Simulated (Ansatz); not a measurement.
`Cl[SiH2][NH][GeH2][Cl]` + `[OH]`• → `Cl[SiH][NH][GeH2][Cl]`• + H₂O  (hydrogen abstraction from the Si–H bond)

Isolated molecules relaxed with PBE0-D4/def2-TZVP in Ansatz; ΔE leaves out vibrations. CBS: MP2 limit from def2 TZ/QZ plus the TZ coupled-cluster correction, frozen cores. This one scheme is used for every species. DFT in def2-TZVPP. Open shells (•) are unrestricted, without spin–orbit coupling. For Ge outer-core shells are correlated without core-valence functions, which leaves a few kJ/mol of doubt a bond. Scalar relativity is left out up to krypton. One conformer a species, not always the lowest.

CCSD(T)/CBS gives -1.20 eV.

Problem. Another level gave -1.43 eV. Which?
A. PBE/def2-TZVPP
B. HF/def2-TZVPP
C. PBE0/def2-TZVPP
D. CCSD(T)/def2-TZVPP

Solution. A. PBE -1.43, PBE0 -1.22, CCSD(T)/def2-TZVPP -1.11, HF/def2-TZVPP -0.33 eV.

Largest T1 diagnostic among the species: 0.012.

In def2-TZVPP, CCSD(T) changes the Hartree–Fock value by −0.78 eV (the triples alone add −0.08 eV) and MP2 by −1.03 eV. From PBE to PBE0 (25 % exact exchange), in def2-TZVPP and without D4, ΔE moves by +0.21 eV.
